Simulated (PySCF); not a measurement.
C$_{3}$H$_{9}$Sb (SMILES [CH3][Sb]([CH3])[CH3]), singlet, at a GFN2-xTB geometry (core potentials on Sb); M062X/def2-SV(P) (PySCF).

Here is a job for PySCF.
```python
from pyscf import gto, scf, dft

mol = gto.Mole()
mol.atom = '''
    Sb   -0.006738    0.007403    0.431424
    C     0.192544   -1.823265   -0.714740
    H     1.117611   -2.323686   -0.452256
    H     0.198144   -1.591922   -1.774437
    H    -0.636971   -2.486204   -0.496815
    C     1.489217    1.049401   -0.743781
    H     2.476040    0.671277   -0.502375
    H     1.458237    2.110237   -0.523020
    H     1.295101    0.897088   -1.800014
    C    -1.646684    0.735326   -0.787370
    H    -2.551984    0.187230   -0.552656
    H    -1.408723    0.601973   -1.837180
    H    -1.814271    1.787682   -0.588540
'''
mol.basis = 'def2-sv(p)'
mol.ecp = {'Sb': 'def2-sv(p)'}
mol.charge = 0
mol.spin = 0
mol.verbose = 4
mol.build()

mf = dft.RKS(mol)
mf.xc = 'm062x'
mf.grids.atom_grid = (30, 110)
mf.kernel()
mf.analyze()
```

It wrote (shortened):

```
PySCF version 2.14.0

[INPUT] verbose = 4
[INPUT] num. atoms = 13
[INPUT] num. electrons = 50
[INPUT] charge = 0
[INPUT] spin (= nelec alpha-beta = 2S) = 0
[INPUT] symmetry False subgroup None
[INPUT] Mole.unit = angstrom
[INPUT] Symbol           X                Y                Z      unit          X                Y                Z       unit  Magmom
[INPUT]  1 Sb    -0.006738000000   0.007403000000   0.431424000000 AA   -0.012732974627   0.013989642500   0.815273203564 Bohr   0.0
[INPUT]  2 C      0.192544000000  -1.823265000000  -0.714740000000 AA    0.363855426928  -3.445471502505  -1.350662850272 Bohr   0.0
[INPUT]  3 H      1.117611000000  -2.323686000000  -0.452256000000 AA    2.111978703801  -4.391130139486  -0.854639978191 Bohr   0.0
[INPUT]  4 H      0.198144000000  -1.591922000000  -1.774437000000 AA    0.374437893226  -3.008296591670  -3.353199955295 Bohr   0.0
[INPUT]  5 H     -0.636971000000  -2.486204000000  -0.496815000000 AA   -1.203700739290  -4.698244649798  -0.938844284576 Bohr   0.0
[INPUT]  6 C      1.489217000000   1.049401000000  -0.743781000000 AA    2.814212270046   1.983080484845  -1.405542386655 Bohr   0.0
[INPUT]  7 H      2.476040000000   0.671277000000  -0.502375000000 AA    4.679037473468   1.268529683720  -0.949351161828 Bohr   0.0
[INPUT]  8 H      1.458237000000   2.110237000000  -0.523020000000 AA    2.755668554707   3.987769987924  -0.988364557670 Bohr   0.0
[INPUT]  9 H      1.295101000000   0.897088000000  -1.800014000000 AA    2.447386193650   1.695250629634  -3.401533480383 Bohr   0.0
[INPUT] 10 C     -1.646684000000   0.735326000000  -0.787370000000 AA   -3.111781773703   1.389564752272  -1.487913658699 Bohr   0.0
[INPUT] 11 H     -2.551984000000   0.187230000000  -0.552656000000 AA   -4.822550834272   0.353813422302  -1.044368481098 Bohr   0.0
[INPUT] 12 H     -1.408723000000   0.601973000000  -1.837180000000 AA   -2.662100655376   1.137564104383  -3.471767041528 Bohr   0.0
[INPUT] 13 H     -1.814271000000   1.787682000000  -0.588540000000 AA   -3.428475305741   3.378229377815  -1.112179413352 Bohr   0.0

nuclear repulsion = 208.352819376166
number of shells = 46
number of NR pGTOs = 169
number of NR cGTOs = 86
basis = def2-sv(p)
ecp = {'Sb': 'def2-sv(p)'}

******** <class 'pyscf.dft.rks.RKS'> ********
method = RKS
initial guess = minao
damping factor = 0
level_shift factor = 0
DIIS = <class 'pyscf.scf.diis.CDIIS'>
diis_start_cycle = 1
diis_space = 8
diis_damp = 0
SCF conv_tol = 1e-09
SCF conv_tol_grad = None
SCF max_cycles = 50
direct_scf = True
direct_scf_tol = 1e-13
XC library pyscf.dft.libxc version 7.1.2
    S. Lehtola, C. Steigemann, M. J. T. Oliveira, and M. A. L. Marques,  SoftwareX 7, 1–5 (2018)
XC functionals = m062x
    Y. Zhao and D. G. Truhlar,  Theor. Chem. Acc. 120, 215 (2008)
    Y. Zhao and D. G. Truhlar,  Theor. Chem. Acc. 120, 215 (2008)
radial grids:
    Treutler-Ahlrichs [JCP 102, 346 (1995); DOI:10.1063/1.469408] (M4) radial grids

becke partition: Becke, JCP 88, 2547 (1988); DOI:10.1063/1.454033
pruning grids: <function nwchem_prune>
grids dens level: 3
symmetrized grids: False
atomic radii adjust function: <function treutler_atomic_radii_adjust>
User specified grid scheme (30, 110)
small_rho_cutoff = 0
Set gradient conv threshold to 3.16228e-05
Initial guess from minao.
tot grids = 32016
init E= -334.253858349538
  HOMO = -0.768721207025752  LUMO = -0.546117027805625  gap/eV = 6.05737
cycle= 1 E= -358.141466812934  delta_E= -23.9  |g|= 2.51  |ddm|= 10.3
  HOMO = 0.0603879061069001  LUMO = 0.101785541768905  gap/eV = 1.12649
cycle= 2 E= -357.841478822626  delta_E=  0.3  |g|= 2.37  |ddm|= 17.7
  HOMO = -0.2713068523611  LUMO = 0.00384843282846613  gap/eV = 7.48736
cycle= 3 E= -359.654040168336  delta_E= -1.81  |g|= 0.376  |ddm|= 16.5
  HOMO = -0.254913282408349  LUMO = 0.0489274271633476  gap/eV = 8.26793
cycle= 4 E= -359.70651012414  delta_E= -0.0525  |g|= 0.196  |ddm|= 0.808
  HOMO = -0.263810812630535  LUMO = 0.0560890534171868  gap/eV = 8.70492
cycle= 5 E= -359.71686217859  delta_E= -0.0104  |g|= 0.0461  |ddm|= 0.247
  HOMO = -0.275113464816595  LUMO = 0.0480978261504078  gap/eV = 8.79503
cycle= 6 E= -359.717498461443  delta_E= -0.000636  |g|= 0.00991  |ddm|= 0.0717
  HOMO = -0.276406309538013  LUMO = 0.0475920040476601  gap/eV = 8.81644
cycle= 7 E= -359.717538640741  delta_E= -4.02e-05  |g|= 0.00172  |ddm|= 0.0235
  HOMO = -0.276261178665175  LUMO = 0.0477283303242841  gap/eV = 8.81620
cycle= 8 E= -359.717540390557  delta_E= -1.75e-06  |g|= 0.000316  |ddm|= 0.00596
  HOMO = -0.276261683684901  LUMO = 0.0477618497383932  gap/eV = 8.81713
cycle= 9 E= -359.71754044692  delta_E= -5.64e-08  |g|= 0.000158  |ddm|= 0.00125
  HOMO = -0.276265673529174  LUMO = 0.0477601392633462  gap/eV = 8.81719
cycle= 10 E= -359.717540453895  delta_E= -6.97e-09  |g|= 4.53e-05  |ddm|= 0.000245
  HOMO = -0.276268161982037  LUMO = 0.0477599098967998  gap/eV = 8.81725
cycle= 11 E= -359.71754045454  delta_E= -6.46e-10  |g|= 3.96e-06  |ddm|= 7.52e-05
  HOMO = -0.276268766465671  LUMO = 0.047759311403062  gap/eV = 8.81725
Extra cycle  E= -359.717540454546  delta_E= -5.23e-12  |g|= 2.3e-06  |ddm|= 1.42e-05
converged SCF energy = -359.717540454546
**** SCF Summaries ****
Total Energy =                        -359.717540454545656
Nuclear Repulsion Energy =             208.352819376166423
One-electron Energy =                 -993.430893172599781
Two-electron Energy =                  425.360533341887788
Two-electron Coulomb Energy =          464.250904650267330
DFT Exchange-Correlation Energy =      -38.890371308379542
HOMO-LUMO gap [eV] =                     8.817253108204721
**** MO energy ****
MO #1   energy= -10.5290271584288  occ= 2
MO #2   energy= -10.5289317969702  occ= 2
MO #3   energy= -10.5288946149523  occ= 2
MO #4   energy= -5.92229735999774  occ= 2
MO #5   energy= -4.13213943960697  occ= 2
MO #6   energy= -4.13212505619729  occ= 2
MO #7   energy= -4.12526105863015  occ= 2
MO #8   energy= -1.42346178884054  occ= 2
MO #9   energy= -1.42342469014725  occ= 2
MO #10  energy= -1.41752041951783  occ= 2
MO #11  energy= -1.41748540530531  occ= 2
MO #12  energy= -1.41445118569957  occ= 2
MO #13  energy= -0.798263868752972 occ= 2
MO #14  energy= -0.757219383989506 occ= 2
MO #15  energy= -0.757061709595444 occ= 2
MO #16  energy= -0.561132785713747 occ= 2
MO #17  energy= -0.485915357207501 occ= 2
MO #18  energy= -0.474364432523996 occ= 2
MO #19  energy= -0.474205425162984 occ= 2
MO #20  energy= -0.457455846745334 occ= 2
MO #21  energy= -0.457145593980035 occ= 2
MO #22  energy= -0.45337625866045  occ= 2
MO #23  energy= -0.34067280362719  occ= 2
MO #24  energy= -0.340146064903182 occ= 2
MO #25  energy= -0.276268766465671 occ= 2
MO #26  energy= 0.047759311403062  occ= 0
MO #27  energy= 0.0478927668777234 occ= 0
MO #28  energy= 0.0911058294494147 occ= 0
MO #29  energy= 0.134846160845001  occ= 0
MO #30  energy= 0.153578968264552  occ= 0
MO #31  energy= 0.163146779687519  occ= 0
MO #32  energy= 0.163323298526117  occ= 0
MO #33  energy= 0.166069741249439  occ= 0
Dipole moment(X, Y, Z, Debye):  0.00648, -0.01729, -0.45139
```
